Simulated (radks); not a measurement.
Values are calculated unless marked as measured or tabulated.
Species: Br XII. Configuration: [Ar] 3d6. Level of theory: scalar-relativistic Kohn-Sham, r2SCAN, spin-polarised, spherical densities, finite nucleus; open shells are filled with parallel spins first; meta-GGA in the generalised Kohn-Sham scheme; Fermi nuclear charge, rms radius 4.1629 fm (a radial shooting solver on a logarithmic mesh with Libxc functionals).

Normalised radial functions P(r) = r R(r), r in bohr:

r,2p down,3s up,3p down
0.005016,0.0317,0.2466,0.0136
0.007019,0.0584,0.3163,0.0250
0.009822,0.1065,0.3923,0.0455
0.01385,0.1938,0.4642,0.0828
0.01939,0.3398,0.5046,0.1448
0.02735,0.5824,0.4753,0.2470
0.03827,0.9375,0.3287,0.3938
0.05398,1.4216,0.0215,0.5847
0.07554,1.9418,-0.4010,0.7627
0.1057,2.3323,-0.7812,0.8192
0.1491,2.3468,-0.8191,0.5828
0.2086,1.8568,-0.2648,-0.0313
0.2943,1.0473,0.7453,-0.8805
0.4118,0.3900,1.4895,-1.4529
0.5809,0.0790,1.4061,-1.3642
0.8129,0.0076,0.7487,-0.7841
1.138,0.0003,0.2087,-0.2538
1.605,0.0000,0.0236,-0.0365

2p down: eigenvalue -1824.8 eV, 0 radial nodes, <r> = 0.165 bohr, 90 % of the charge inside 0.269 bohr. 3s up: eigenvalue -507.54 eV, 2 radial nodes at r = 0.0550, 0.230 bohr, <r> = 0.524 bohr, 90 % of the charge inside 0.772 bohr. 3p down: eigenvalue -429.83 eV, 1 radial node at r = 0.206 bohr, <r> = 0.531 bohr, 90 % of the charge inside 0.799 bohr.
